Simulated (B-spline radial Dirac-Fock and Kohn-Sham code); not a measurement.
What relativity does to the binding energies of Ga

System: the Ga atom, configuration [Ar] 3d10 4s2 4p1.

Both columns are ΔSCF binding energies of the configuration average from a radial finite-basis atomic code: non-relativistic Hartree-Fock with a point nucleus, and Dirac-Fock with a finite nucleus and the Coulomb interaction alone, averaged over the two j levels with weights 2j+1.

```tsv
shell	Hartree-Fock (eV)	Dirac-Fock (eV)	shift (eV)	shift (%)
1s	10258.3	10396.0	+137.66	+1.34
2s	1284.9	1315.3	+30.46	+2.37
2p	1128.5	1135.3	+6.78	+0.60
3s	166.3	171.2	+4.87	+2.93
3p	114.5	115.5	+1.03	+0.90
3d	25.73	24.97	-0.76	-2.96
4s	10.93	11.17	+0.24	+2.21
4p	5.48	5.44	-0.03	-0.61
```

Relativity binds 1s, 2s, 2p, 3s, 3p, 4s more strongly, among those listed most of all 3s in relative terms, and 3d, 4p more weakly.

Values without a named source are computed, but for edge energies of neutral atoms, which are taken from tables.
